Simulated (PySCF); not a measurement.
C5H5FO2S2.
Numbering: `[CH3:1][S:2](=[O:3])(=[O:4])[c:5]1[cH:6][cH:7][c:8]([F:9])[s:10]1` (hydrogens: H11, H12, H13 on C1; H14 on C6; H15 on C7)

Computed geometry: GFN2-xTB, gas phase.

Problem. What internal coordinates does the optimisation give?

Solution. 
```csv
bond,length (pm)
C1–S2,181.1
"S2=O3, S2=O4",143.4
S2–C5,178.2
C5–C6,135.9
C6–C7,141.2
C7–C8,135.9
C8–F9,132.9
C8–S10,173.2
C5–S10,172.3
"C1–H11, C1–H12, C1–H13",108.2
C6–H14,107.4
C7–H15,107.4
```

Bonds in one row agree within 1 pm and their mean is given. A selection of angles:
```csv
angle,degrees
C1–S2–O3,109.3
C1–S2–C5,103.1
O3–S2–O4,118.9
O3–S2–C5,107.2
S2–C5–C6,127.0
S2–C5–S10,120.0
C6–C5–S10,113.0
C5–C6–C7,112.9
C6–C7–C8,111.0
C7–C8–F9,126.4
C7–C8–S10,113.8
F9–C8–S10,119.8
C5–S10–C8,89.3
```

Torsions: C1–S2–C5–C6 114° (anticlinal). The mirror-image conformer, all signs reversed, is as good.

The C–S distances run from 1.723 Å (C5–S10, aromatic) to 1.811 Å (C1–S2, drawn single), a spread of 0.088 Å. The 5-membered ring C5–C6–C7–C8–S10 has internal angles of 89.3° to 113.8° (sum 540°, against 540° for a flat polygon); it is planar, 0.00 Å rms from its mean plane, widest ring torsion 0°. Of the pairs four or more bonds apart, O3···H14 is among the closest relative to their van der Waals radii: 2.74 Å, 101 % of the sum of Bondi's values. The C–C distances run from 1.359 Å (C7–C8, aromatic) to 1.412 Å (C6–C7, aromatic), a spread of 0.053 Å. S2 (sulfonyl sulfur) is distorted tetrahedral (angles from 103.1° to 118.9°).

Point group: C1 (no symmetry element, even within 0.4 Å). GFN2-xTB frequencies: not computed here. The numbers are those of one conformer.
